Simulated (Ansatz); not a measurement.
A thermochemical cycle in electronic energies (no zero-point or thermal terms), species as SMILES, kcal/mol. Structures are relaxed separately at B3LYP-D3(BJ)/def2-TZVP in Ansatz (an electronic-structure program), one conformer each, not searched for the lowest. Valence correlation only, unless marked. Open shells are spin-unrestricted. Spin-orbit coupling is left out. Non-relativistic. CBS(X,Y): correlation extrapolated as X^-3; Hartree-Fock from the larger set. The bracket is a focal-point correction in the basis named. Anions need diffuse functions, of which def2-TZVPD holds fewer than the aug- sets.

```
step                                               RI-MP2/CBS(aug-cc-pV(T+d)Z,aug-cc-pV(Q+d)Z)+[CCSD(T)-MP2]/aug-cc-pV(T+d)Z (Ansatz)  wB97X-V/def2-TZVPD (Ansatz)
-------------------------------------------------  ----------------------------------------------------------------------------------  ---------------------------
bond energy D: CS (CH4S) → [CH2]S + H atom                                                                                      103.0                        101.3
deprotonation energy A: CS (CH4S) -> [CH2-]S + H+                                                                               403.1                        405.9
ionisation of the H atom at the same level, IE                                                                                  313.7                        314.1
```

Q: Find the electron affinity EA, positive where the anion is bound: [CH2]S + e- → [CH2-]S.

A: Breaking the bond, ionising the H atom and attaching the electron to the radical add up to the deprotonation, A = D + IE - EA. At RI-MP2/CBS(aug-cc-pV(T+d)Z,aug-cc-pV(Q+d)Z)+[CCSD(T)-MP2]/aug-cc-pV(T+d)Z: EA = D + IE - A = 103.0 + 313.7 - 403.1 = 13.6. At wB97X-V/def2-TZVPD: EA = D + IE - A = 101.3 + 314.1 - 405.9 = 9.5. The functional differs from the first level by -1.7 in D, -4.1 in EA and +2.8 in A; for EA and A the gap mixes functional and basis. The site is the one shown; other sites or isomers of the anion may lie lower.
